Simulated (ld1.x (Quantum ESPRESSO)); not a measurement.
**An all-electron radial function and its pseudo partner (titanium)**

Columns: radius, all-electron u(r) and pseudo u(r) of the 3d shell (level -19.68 eV) of titanium in the configuration [Ar] 3d2 4s0 4p0; PBE, scalar-relativistic, PAW scheme, ld1.x (Quantum ESPRESSO) 7.5.

| r (bohr) | all-electron | pseudo |
| --- | --- | --- |
| 0.152 | 0.0853 | 0.0164 |
| 0.305 | 0.3098 | 0.1157 |
| 0.458 | 0.5279 | 0.3135 |
| 0.610 | 0.6826 | 0.5448 |
| 0.762 | 0.7724 | 0.7231 |
| 0.915 | 0.8078 | 0.8035 |
| 1.068 | 0.8046 | 0.8059 |
| 1.220 | 0.7775 | 0.7775 |
| 1.372 | 0.7363 | 0.7363 |
| 1.525 | 0.6873 | 0.6873 |
| 1.678 | 0.6352 | 0.6352 |
| 1.830 | 0.5830 | 0.5830 |
| 1.982 | 0.5319 | 0.5319 |
| 2.135 | 0.4828 | 0.4828 |
| 2.288 | 0.4364 | 0.4364 |
| 2.440 | 0.3934 | 0.3934 |
| 2.592 | 0.3534 | 0.3534 |
| 2.745 | 0.3163 | 0.3163 |
| 2.898 | 0.2823 | 0.2823 |
| 3.050 | 0.2515 | 0.2515 |
| 3.202 | 0.2235 | 0.2235 |
| 3.355 | 0.1979 | 0.1979 |
| 3.508 | 0.1749 | 0.1749 |
| 3.660 | 0.1543 | 0.1543 |
| 3.812 | 0.1359 | 0.1359 |
| 3.965 | 0.1194 | 0.1194 |

(1) How many radial nodes do the two functions have?

(2) At about which radius was the pseudo-wave matched?

(3) Where does each function peak?

(4) Is the pseudo-wave norm-conserving?

## Answers

(1) The all-electron 3d function has n − l − 1 = 0; the pseudo-wave has 0.

(2) 1.20 bohr, where the columns begin to agree (steps of 0.15 bohr).

(3) Outermost all-electron maximum near 0.92 bohr, pseudo maximum near 1.07 bohr (to the table’s step).

(4) No, it belongs to a PAW set: the norm inside the radius is not constrained, and the difference is carried by the augmentation charge.
